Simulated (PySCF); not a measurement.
B(AsH2)(H)(OH) (AsBH4O), SMILES B(O)[AsH2]. Atoms are numbered in the order given.

```xyz
7

B     -1.2599     0.3411    -0.1870
As     0.6090    -0.4884     0.0120
H      0.1527    -1.4131     1.1444
H      1.1421     0.5813     0.9794
H     -2.1920    -0.3746    -0.4483
O     -1.5193     1.6747    -0.1518
H     -0.7457     2.2193     0.0762
```

Coordinates come from a PBE-D3(BJ)/def2-TZVP optimisation. Other conformers were not sampled.

Level of theory: B3LYP/def2-TZVPD run with PySCF.

Isolated molecule, no solvent.

Computed frontier levels, gap, dipole moment and polarisability:
```json
{
  "highest_occupied_level": "-7.15 eV",
  "lowest_empty_level": "-1.02 eV",
  "orbital_gap": "6.13 eV",
  "dipole_moment": "1.20 D",
  "quadrupole, principal values (traceless, Buckingham form, about the centre of nuclear charge)": "-7.25, 0.85, 6.40 D·Å",
  "mean_static_polarisability": "54.5 bohr³ (8.08 Å³)",
  "polarisability_principal_values": "46.3, 53.0, 64.2 bohr³"
}
```
